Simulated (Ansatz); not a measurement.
Cartesian coordinates in Å:
```
C 1.554 0.812 1.149
C 1.217 -0.278 0.458
Si -0.132 -0.286 -0.815
N -1.063 1.152 -0.860
N -1.186 -1.596 -0.439
H 2.392 0.826 1.841
H 0.994 1.737 1.044
H 1.822 -1.176 0.583
H -1.978 1.198 -0.440
H -0.903 1.881 -1.533
H -1.870 -1.908 -1.109
H -0.847 -2.363 0.119
```

Charge 0, multiplicity 2.

Task: List the r2SCAN/def2-TZVPP orbital energies in eV (the Gaussian-basis code of Ansatz). (Best estimate.)

Result: Computed: α occupied: -1790.88, -384.77, -384.61, -272.91, -272.58, -141.20, -96.15, -96.07, -96.03, -22.34, -21.77, -19.57, -14.73, -13.01, -12.49, -12.36, -11.33, -10.36, -9.91, -8.04, -7.33, -6.79, -6.46, -3.94. α empty: -0.85, 0.89, 1.24, 2.14, 2.42, 2.72, 2.97, 2.99. β occupied: -1790.80, -384.70, -384.56, -272.84, -272.58, -141.14, -96.01, -95.97, -95.96, -22.22, -21.66, -19.47, -14.59, -12.85, -12.41, -12.28, -11.26, -10.25, -9.84, -7.82, -6.99, -6.55, -6.28. β empty: -1.85, -0.34, 1.28, 1.47, 2.26, 2.86, 2.97, 3.10. ⟨S²⟩ = 0.759.
